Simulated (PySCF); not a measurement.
H3Sb, SMILES [SbH3+], charge +1, multiplicity 2.

The structure is a stationary point at PBE0-D3(BJ)/def2-TZVPD. The def2 effective core potentials stand for the cores of Sb; spin–orbit coupling is left out.

The numbers are results of PBE/def2-TZVPD (PySCF), not measurements.

Q: Estimate the frontier levels, dipole moment and polarisability. (Estimate from the structure and the level; the computed values follow.)

A: 
The α spin, highest occupied and lowest empty level is -13.18 and -7.61 eV and the β spin, highest occupied and lowest empty level comes out as -15.85 and -11.85 eV. The dipole moment about the centre of nuclear charge is 0.075 e·Å and the mean static polarisability comes out as 32.6 bohr³ (4.83 Å³). The polarisability, principal values is 27.7, 35.0, 35.0 bohr³ and the ⟨S²⟩ is 0.751 (pure state 0.75).
